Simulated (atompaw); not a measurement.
u(r) = r·R(r): atom against pseudo-atom (hafnium)

Columns: radius, all-electron u(r) and pseudo u(r) of the 6s shell (level -5.58 eV) of hafnium in the configuration [Xe] 4f14 5d2 6s1.5 6p0.5; PBE, scalar-relativistic, PAW (atompaw) scheme, atompaw 4.2.0.5.

| r (bohr) | all-electron | pseudo |
| --- | --- | --- |
| 0.115 | -0.0726 | 0.0071 |
| 0.231 | -0.0066 | 0.0151 |
| 0.346 | 0.1704 | 0.0246 |
| 0.462 | 0.1102 | 0.0364 |
| 0.577 | -0.0532 | 0.0511 |
| 0.692 | -0.1953 | 0.0690 |
| 0.808 | -0.2724 | 0.0907 |
| 0.923 | -0.2832 | 0.1160 |
| 1.038 | -0.2439 | 0.1450 |
| 1.154 | -0.1712 | 0.1778 |
| 1.269 | -0.0811 | 0.2134 |
| 1.385 | 0.0165 | 0.2518 |
| 1.500 | 0.1126 | 0.2918 |
| 1.615 | 0.2030 | 0.3328 |
| 1.731 | 0.2855 | 0.3743 |
| 1.846 | 0.3576 | 0.4146 |
| 1.962 | 0.4199 | 0.4536 |
| 2.077 | 0.4716 | 0.4895 |
| 2.192 | 0.5138 | 0.5220 |
| 2.308 | 0.5475 | 0.5504 |
| 2.423 | 0.5730 | 0.5736 |
| 2.538 | 0.5915 | 0.5915 |
| 2.654 | 0.6038 | 0.6038 |
| 2.769 | 0.6106 | 0.6106 |
| 2.885 | 0.6126 | 0.6126 |
| 3.000 | 0.6104 | 0.6104 |

How many radial nodes do the two functions have?

The all-electron 6s function has n − l − 1 = 5 (the table is too coarse to show those close to the nucleus); the pseudo-wave has 0, since the states of the same l below it are removed with the core.

At about which radius was the pseudo-wave matched?

2.60 bohr, where the columns begin to agree (steps of 0.12 bohr).

Is the pseudo-wave norm-conserving?

No, it belongs to a PAW set: the norm inside the radius is not constrained, and the difference is carried by the augmentation charge.
